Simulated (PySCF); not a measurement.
# One molecule, several mistakes: B2H6Si2

Calculated results; nothing here was measured. They come from PySCF 2.14.0, an open-source quantum chemistry program, on an isolated molecule that a program drew, which may never have been made. The molecule is B2H6Si2 (charge 0, singlet), drawn as the SMILES string `B[Si]B[SiH3]`.

Each row is a Hartree-Fock (HF) and frozen-core CCSD(T) single point in the cc-pV(D+d)Z basis, meant for a local HF minimum. Run 1 is clean. Each other run has one planted mistake out of seven kinds, and not every kind appears here: one electron removed, one electron added, multiplicity raised by two, geometry at a saddle point, minimal basis STO-3G, one bond length entered in bohr, all coordinates scaled. The reference is restricted for singlets and unrestricted otherwise, and also for a bond in bohr. Adding or removing an electron swaps singlet and doublet. Electrons count all cores. HOMO and LUMO are orbital energies over both spins, the gradient is its largest component, and the lowest frequency (negative if imaginary) is given only where the gradient is small. Bond lengths are over the 9 bonds as drawn. T1 is the CCSD diagnostic: over 0.02 (restricted) or 0.045 (unrestricted) a single reference is doubtful.

Geometry of the clean run:
```xyz
10
B2H6Si2, angstrom
B    -1.7786   -1.1364   -1.5440
Si   -1.0840    0.5979   -0.8777
B     0.3824   -0.1740    0.1756
Si    0.1929   -0.6738    2.1472
H    -2.6276   -1.7360   -0.9420
H    -1.4186   -1.5686   -2.6054
H     1.4739   -0.2927   -0.3155
H     0.5534   -2.1046    2.3195
H    -1.1847   -0.4848    2.6687
H     1.1113    0.1514    2.9723
```

| run | electrons | basis functions | <S^2> | HOMO (eV) | LUMO (eV) | gradient (hartree/bohr) | lowest frequency (cm^-1) | mean bond (Å) | longest bond (Å) | T1 | HF (hartree) | CCSD(T) (hartree) | mistake |
|---|---|---|---|---|---|---|---|---|---|---|---|---|---|
| 1 | 44 | 104 | 0.000 | -8.76 | 0.70 | 4.3e-05 | 76 | 1.5612 | 2.043 | 0.0255 | -630.62599 | -631.06548 | no fault |
| 2 | 44 | 104 | 0.939 | -8.83 | 0.35 | 1.0e-02 | - | 1.7081 | 2.807 | 0.0543 | -630.51907 | -630.94693 | one bond length entered in bohr |
| 3 | 44 | 104 | 2.037 | -7.49 | -0.65 | 2.5e-02 | - | 1.5612 | 2.043 | 0.0231 | -630.58477 | -630.99566 | multiplicity raised by two |
| 4 | 44 | 34 | 0.000 | -5.86 | 5.99 | 3.1e-02 | - | 1.5612 | 2.043 | 0.0268 | -623.33834 | -623.54383 | minimal basis STO-3G |
| 5 | 44 | 104 | 0.000 | -8.66 | 0.46 | 3.4e-02 | - | 1.6798 | 2.198 | 0.0247 | -630.58979 | -631.03047 | all coordinates scaled |
| 6 | 43 | 104 | 0.780 | -15.70 | -6.71 | 3.1e-02 | - | 1.5612 | 2.043 | 0.0269 | -630.34483 | -630.74557 | ? |

**Which mistake was planted in run 6, and what did it cost?**

It counts 43 electrons, one fewer than the clean run, at the same geometry and basis. So the mistake is: one electron removed. Subtracting run 1 and multiplying by 627.51 kcal/mol a hartree, the energy moved by 176.4 kcal/mol in HF and 200.7 kcal/mol in CCSD(T).

Cautions from the logs. Run 1: T1 is over the limit, so its CCSD(T) energy is less reliable; run 2: T1 is over the limit, so its CCSD(T) energy is less reliable; run 4: T1 is over the limit, so its CCSD(T) energy is less reliable; run 5: T1 is over the limit, so its CCSD(T) energy is less reliable.
